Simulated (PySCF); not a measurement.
A geometry optimisation on `[Cl][Au-]([Cl])([Cl])[Cl]` ([AuCl4]-).

Computed with PBE0-D3(BJ)/def2-SVP geometry optimisation, gas phase, def2 core potentials past Kr (PySCF 2.14.0). Start geometry: GFN2-xTB. The input is one job of a driver script: a line of settings, then coordinates in Å.

Input:
```
{"job": {"xc": "PBE0", "basis": "def2-SVP", "d3": "d3bj", "grid": 1, "maxiter": 30, "shake": 0.03, "kind": "geom"}, "charge": -1, "multiplicity": 1}
Au     0.061420    -0.076870     0.031090
Cl     2.252610    -0.039140    -0.007080
Cl    -0.036580     2.261070    -0.021320
Cl    -2.168270     0.033660    -0.018860
Cl    -0.034340    -2.289190    -0.045950
```

Output:
```
step   0  E = -1975.52610428  max force = 0.046210
step   1  E = -1975.53682960  max force = 0.015037
step   2  E = -1975.53572224  max force = 0.008428
step   3  E = -1975.53830556  max force = 0.002360
step   4  E = -1975.53852773  max force = 0.000989
step   5  E = -1975.53853581  max force = 0.000500
step   6  E = -1975.53853877  max force = 0.000065
optimisation converged
```

Energies in Eh; «max force» is the largest Cartesian gradient component in Eh/bohr.

Q: At which steps does the energy rise by more than 1e-5 Eh?

A: At step 2 (+1.11 mEh).

Q: How much energy does the optimisation release, in eV?

A: E(step 0) − E(last step) = 0.012434 Eh, which is 0.338 eV.

In short: final energy -1975.53854 Eh after 6 steps.

Q: Give the final coordinates.

A: 0.094 Å rms from the input after alignment:
```
atom  x, y, z in Å
Au1    0.0150   -0.0222   -0.0124
Cl2    2.3349   -0.0399   -0.0046
Cl3    0.0328    2.2978    0.0000
Cl4   -2.3047   -0.0041   -0.0174
Cl5   -0.0032   -2.3422   -0.0277
```

On one thread, Arm Neoverse V2 (aarch64), shared host, this took 34 s wall and 0.40 GiB of memory at its peak.
Labels such as C1 count atoms from 1, the log's own numbers from 0.
